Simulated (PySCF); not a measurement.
## Bond energies at PBE/def2-TZVPP beside a composite method

PySCF, lowest determinants of a PBE0 search. The composite is CCSD(T) extrapolated to the basis-set limit from two correlation-consistent sets, with core-valence (CV) and scalar-relativistic (SR) terms as its label shows; it has no spin–orbit coupling and nothing beyond (T).

```json
{"species": "KBr", "state (unpaired electrons)": "singlet (closed shell)", "De PBE (eV)": "3.88", "De composite (eV)": "3.94", "composite": "CCSD(T)/CBS(DT)", "dissociates to": "K + Br"}
{"species": "Cs2", "state (unpaired electrons)": "singlet (closed shell)", "De PBE (eV)": "0.49", "De composite (eV)": "0.44", "composite": "CCSD(T)/CBS(DT)", "dissociates to": "Cs + Cs"}
{"species": "SnCl", "state (unpaired electrons)": "doublet (π ↑)", "De PBE (eV)": "4.12", "De composite (eV)": "3.88", "composite": "CCSD(T)/CBS(DT)", "dissociates to": "Sn + Cl"}
{"species": "SnC", "state (unpaired electrons)": "triplet (σ ↑, π ↑)", "De PBE (eV)": "3.63", "De composite (eV)": "3.20", "composite": "CCSD(T)/CBS(DT)", "dissociates to": "Sn + C"}
{"species": "BiS", "state (unpaired electrons)": "doublet (π ↑)", "De PBE (eV)": "3.70", "De composite (eV)": "3.15", "composite": "CCSD(T)/CBS(DT)", "dissociates to": "Bi + S"}
{"species": "CaS", "state (unpaired electrons)": "singlet (closed shell)", "De PBE (eV)": "3.99", "De composite (eV)": "3.26", "composite": "CCSD(T)/CBS(DT)+CV", "dissociates to": "Ca + S"}
{"species": "NaBr", "state (unpaired electrons)": "singlet (closed shell)", "De PBE (eV)": "3.71", "De composite (eV)": "3.78", "composite": "CCSD(T)/CBS(DT)+CV", "dissociates to": "Na + Br"}
{"species": "CdI", "state (unpaired electrons)": "doublet (σ ↑)", "De PBE (eV)": "1.23", "De composite (eV)": "1.13", "composite": "CCSD(T)/CBS(DT)", "dissociates to": "Cd + I"}
```

**Question.** Does PBE bind more or less than the composite, by how much on average, and where is the difference largest?

**Answer.** PBE/def2-TZVPP binds more on average, method and basis taken together: the mean signed difference is +0.25 eV and the mean absolute one 0.28 eV; it is largest for CaS (+0.73 eV).

The molecules are drawn from runs that passed checks on state, spin purity and fit, so the hardest cases are missing and the errors look smaller than over all diatomics.

Correlated steps freeze the inner cores (5 to 46 orbitals); shallow outer-core shells are correlated. Closed-shell solutions of metal pairs were not tested for spin polarisation, which can lower them a little. Weak bonds: Cs2. Basis-set superposition, not corrected here, can be much of De in a small basis, most of all at correlated wavefunction levels. Functionals without a dispersion term scatter widely for such bonds, and LDA overbinds them. These are scalar-relativistic numbers at best; spin–orbit coupling would shift them, the dissociation energy most. Where the molecule has an RHF reference, its open-shell atoms are computed with UHF. The CCSD T1 diagnostic is raised in CaS, SnC, a sign that a single reference may not be enough there. States were picked by a PBE0 search and need not be the measured ground states.
